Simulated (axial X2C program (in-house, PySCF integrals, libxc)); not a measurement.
**Which molecule has these constants?**

Calculated with an axial X2C code built on PySCF integrals, spin-free (one-electron X2C) or two-component (2c: spin–orbit coupling with atomic mean-field Coulomb and Gaunt terms, which also bring small scalar terms), in Dyall basis sets with cores contracted in-house; open shells are unrestricted.

A two-component PBE0 calculation in a Dyall 3-zeta basis gave Re = 1.783 Å, ωe = 1707.7 cm⁻¹, dipole magnitude 2.70 D, Ω = 1.

Which molecule is it?
A. RbNb
B. LiNb
C. NbH
D. NaNb

C. The others have RbNb 3.644 Å and 75.0 cm⁻¹ (Ω = 2); LiNb 2.887 Å and 283.6 cm⁻¹ (Ω = 1); NaNb 3.160 Å and 150.8 cm⁻¹ (Ω = 1).

Each entry is the lowest single determinant of a limited PBE0 search at one distance. De goes to single-determinant-based atoms at the same level (for ions the charge split of lowest energy) and is withheld (n/a) where an atom does not fit its ground term or J level. Main or longest-lived isotopes. One determinant is a doubtful description, or other states lie close, for NbH, RbNb, LiNb, NaNb; these need not be ground states, and all values refer to the states named. Some open-shell Ω = 0 determinants are out of reach, so the Ω given for NbH, RbNb, LiNb, NaNb need not be the lowest component. With several unpaired electrons the Ω given is that of one determinant, not necessarily of the lowest component. The functionals have no current term, which raises determinants with orbital currents. Where the atoms have a lower orbital projection than the molecule, De at mean-field level may be about a tenth of an eV too small.
